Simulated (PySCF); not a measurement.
Gas-phase reaction: 2 GaBr₃ + Ga₂O + H₂O = 4 GaBr + 2 HOBr

Energies from PySCF, thermal terms from the rigid-rotor harmonic-oscillator model, ideal gas at 1 bar. † marks an energy on the PBE0/def2-TZVP geometry and frequencies; other levels use their own. MP2 and CCSD(T) freeze the core. 6-31G* has spherical d functions here. All species are closed-shell singlets. Br, Ga: all electrons, no relativistic terms. MP2 isn't extrapolated to the basis-set limit. CCSD(T) isn't extrapolated to the basis-set limit.

```json
[
 {"level": "CCSD(T)/def2-SVP†", "ΔH°(298 K), kJ": "___"},
 {"level": "HF/6-31G*", "ΔH°(298 K), kJ": "735"},
 {"level": "MP2/def2-SVP†", "ΔH°(298 K), kJ": "___"},
 {"level": "MP2/def2-TZVPP†", "ΔH°(298 K), kJ": "848"},
 {"level": "PBE0/def2-QZVP†", "ΔH°(298 K), kJ": "719"},
 {"level": "PBE0/def2-SVP†", "ΔH°(298 K), kJ": "___"},
 {"level": "r2SCAN/def2-TZVP†", "ΔH°(298 K), kJ": "___"},
 {"level": "LDA/def2-TZVP†", "ΔH°(298 K), kJ": "751"}
]
```

Task: Fill in the missing entries.

Result: 
- CCSD(T)/def2-SVP†, ΔH°(298 K), kJ: 800
- MP2/def2-SVP†, ΔH°(298 K), kJ: 876
- PBE0/def2-SVP†, ΔH°(298 K), kJ: 746
- r2SCAN/def2-TZVP†, ΔH°(298 K), kJ: 763
